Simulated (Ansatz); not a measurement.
Species: BBr2, SMILES `Br[B]Br` (charge 0, multiplicity 2).

Question: Give a relaxed geometry from B3LYP-D3(BJ)/def2-TZVP (Ansatz, a quantum-chemistry and plane-wave program).

Answer: the end point of this relaxation (outside a Z-matrix the atoms follow the SMILES, hydrogens last).
Z-matrix (Å, degrees):
```
B
Br 1 1.8889
Br 1 1.8889 2 126.55
```
